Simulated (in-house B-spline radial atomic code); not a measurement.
A fraction x of an electron is removed from 4s in Zn, starting from [Ar] 3d10 4s2 and keeping the highest spin. Method: scalar-relativistic (X2C) revTPSS, spin-polarised, spherical fractional occupations, Fermi nucleus of rms radius 3.9283 fm. Calculated with an all-electron radial atomic-structure program (B-spline basis).

| x | E(x) - E(0) (eV) | 4s down level (eV) |
| --- | --- | --- |
| 0 | 0.0000 | -5.978 |
| 0.06 | 0.3706 | -6.374 |
| 0.24 | 1.6256 | -7.574 |
| 0.34 | 2.4167 | -8.248 |
| 0.38 | 2.7520 | -8.518 |
| 0.5 | 3.8232 | -9.335 |
| 0.6 | 4.7910 | -10.023 |
| 0.69 | 5.7212 | -10.651 |
| 0.83 | 7.2823 | -11.658 |
| 0.99 | 9.2445 | -12.877 |
| 1 | 9.3736 | - |

The exact functional would give a straight line between the two integer points. Deviations E(x) - E(0) - x[E(1) - E(0)], in eV: -0.192 at x = 0.06, -0.624 at x = 0.24, -0.77 at x = 0.34, -0.81 at x = 0.38, -0.864 at x = 0.5, -0.833 at x = 0.6, -0.747 at x = 0.69, -0.498 at x = 0.83, -0.035 at x = 0.99.

The curve lies below the straight line by up to 0.864 eV (at x = 0.5): convex, the delocalisation error that favours fractional charges.

Task: How well does Slater's transition state (minus the level at half occupation) give the ionisation energy?

Result: It gives 9.335 eV against 9.374 eV from the two total energies; NIST lists 9.39 eV, ground level to ground level.
